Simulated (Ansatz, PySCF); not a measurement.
Al(Cl)2(NH3) (AlCl2H3N), SMILES [NH3]->[Al+]([Cl])[Cl] (connectivity only; charge and spin as stated), charge +1, multiplicity 1. Atoms are numbered in the order given.

```xyz
7

Al     0.0021    -0.0331    -0.0041
Cl     1.3116     1.0155    -1.1585
Cl    -1.3156     0.3167     1.5089
N      0.0212    -1.9382    -0.4871
H     -0.5153    -2.1309    -1.3456
H     -0.3862    -2.5400     0.2422
H      0.9701    -2.2917    -0.6751
```
Charge +1, spin multiplicity 1.

The structure is a stationary point at ωB97X-D3(BJ)/def2-SVP. The spin state was assumed, not searched. The isomer is the one that the SMILES or the coordinates give; other isomers of the formula were not compared.

Two levels are set side by side: PBE-D3(BJ)/def2-SVP (Ansatz, a quantum-chemistry and plane-wave program) and ωB97X-D3(BJ)/def2-SVP (PySCF). Each level has its own optimised geometry; the coordinates shown are those of the second. Frequencies come from the Hessian of PySCF at each geometry. Differences are taken from unrounded values.

```json
[
 {"quantity": "mean bond length (Å)", "ωB97X-D3(BJ)": "1.521"},
 {"quantity": "bond Al1–Cl2 (Å)", "ωB97X-D3(BJ)": "2.036"},
 {"quantity": "bond Al1–Cl3 (Å)", "ωB97X-D3(BJ)": "2.037"},
 {"quantity": "bond Al1–N4 (Å)", "ωB97X-D3(BJ)": "1.965"},
 {"quantity": "bond N4–H5 (Å)", "ωB97X-D3(BJ)": "1.031"},
 {"quantity": "bond N4–H6 (Å)", "ωB97X-D3(BJ)": "1.030"},
 {"quantity": "bond N4–H7 (Å)", "ωB97X-D3(BJ)": "1.030"},
 {"quantity": "highest harmonic wavenumber (cm⁻¹)", "ωB97X-D3(BJ)": "3531"},
 {"quantity": "mean harmonic wavenumber (cm⁻¹)", "ωB97X-D3(BJ)": "1254"},
 {"quantity": "zero-point energy (kcal/mol)", "ωB97X-D3(BJ)": "26.88"}
]
```

**Question.** What does PBE-D3(BJ) give, and how far is it from ωB97X-D3(BJ)? (An estimate is asked for; the answer gives what the named calculation found.)

**Answer.** 
| quantity | PBE-D3(BJ) | PBE-D3(BJ) minus ωB97X-D3(BJ) |
|---|---|---|
| mean bond length (Å) | 1.534 | 0.013 |
| bond Al1–Cl2 (Å) | 2.054 | 0.018 |
| bond Al1–Cl3 (Å) | 2.055 | 0.018 |
| bond Al1–N4 (Å) | 1.983 | 0.018 |
| bond N4–H5 (Å) | 1.038 | 0.008 |
| bond N4–H6 (Å) | 1.037 | 0.008 |
| bond N4–H7 (Å) | 1.038 | 0.008 |
| highest harmonic wavenumber (cm⁻¹) | 3417 | -115 |
| mean harmonic wavenumber (cm⁻¹) | 1209 | -45 |
| zero-point energy (kcal/mol) | 25.93 | -0.96 |

Exact exchange shortens and stiffens bonds; PBE has none. Differences between two approximate levels are no errors against the true value.
